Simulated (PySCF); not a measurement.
Ti(F)4 cation (F4Ti), SMILES [F][Ti]([F])([F])[F] (connectivity only; charge and spin as stated), charge +1, multiplicity 2.

Geometry: TPSSh-D3(BJ)/def2-SVP. The multiplicity is an assumed one; other spin states were not compared. The isomer is the one that the SMILES or the coordinates give; other isomers of the formula were not compared.

Calculation: TPSSh-D3(BJ)/def2-SVP in PySCF 2.14.0.

Frequencies are harmonic and unscaled.

```csv
mode,ν (cm⁻¹),IR (km/mol),moving atoms (share of kinetic energy)
1,100,56.6,"F 69 %, Ti 31 %"
2,136,0.0,F 100 %
3,157,12.9,"F 77 %, Ti 23 %"
4,199,4.2,F 94 %
5,306,13.9,"F 88 %, Ti 12 %"
6,362,4.9,"F 71 %, Ti 29 %"
7,660,34.7,"F 88 %, Ti 12 %"
8,884,152.5,"F 69 %, Ti 31 %"
9,930,192.1,"F 62 %, Ti 38 %"
```
